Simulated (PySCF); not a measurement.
PySCF input:

```python
from pyscf import gto, scf, dft

mol = gto.M(
    atom='''
    Li   -0.00000000   -0.00000000   -2.05571537
    C    -0.00000000   -0.00000000   -0.15006635
    N     0.00000000    0.00000000    1.00964918
    ''',
    basis='def2-tzvpd',
    charge=0,
    spin=0,
    verbose=4,
)

mf = dft.RKS(mol, xc='tpss').density_fit(auxbasis='def2-universal-jkfit')
mf.grids.level = 3
mf.conv_tol = 1e-9
mf.max_cycle = 100
mf.max_memory = 1500
mf.kernel()
if not mf.converged:
    mf = mf.newton()
    mf.kernel(mf.make_rdm1())
mf.analyze()
```

Task: What final total energy does it print?

Result: -100.42962 Eh (TPSS/def2-TZVPD).
